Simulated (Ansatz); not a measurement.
Al6As6H18, a cluster cut from wurtzite AlAs (hydrogen-capped). Charge 0, multiplicity 1. Geometry PBE-D4/def2-SVP, basis def2-TZVP, Ansatz.

| run | HOMO (eV) | LUMO (eV) |
| --- | --- | --- |
| A | -7.32 | -1.83 |
| B | -6.15 | -2.39 |
| C | -6.55 | -2.43 |
| D | -6.29 | -2.55 |
| E | -6.93 | -2.17 |

Single mean-field runs in def2-TZVP are fitted with def2-universal-jkfit.

Problem. The runs used BLYP, PBE, PBE0, r2SCAN, r2SCANh. Estimate which is which.

Solution. A PBE0 (25 % exact exchange); B BLYP (0 % exact exchange); C r2SCAN (0 % exact exchange); D PBE (0 % exact exchange); E r2SCANh (10 % exact exchange). Exact exchange lowers occupied and raises empty levels; among semilocal functionals meta-GGAs tend to open the gap a little, and such runs are hard to tell apart. The gap grows from 3.73 eV (PBE) to 5.48 eV (PBE0).
